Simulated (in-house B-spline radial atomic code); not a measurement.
# C V (C4+): 1s2

Level of theory: non-relativistic BP86, spin-polarised, spherical fractional occupations, point nucleus; calculated with a radial B-spline atomic code at the basis-set limit.

Effective charges: Z_r = [3n² - l(l+1)]/(2<r>) from the radius, Z_e = n√(-2ε) from the energy, and Slater's rules. Values are occupation-weighted means over spin.

| shell | electrons | ε (eV) | <r> (bohr) | Z_r | Z_e | Slater |
| --- | --- | --- | --- | --- | --- | --- |
| 1s | 2 | -358.01 | 0.2676 | 5.60 | 5.13 | 5.70 |

The least bound orbital is 1s at -358 eV, and it is also the most diffuse (<r> = 0.2676 bohr).
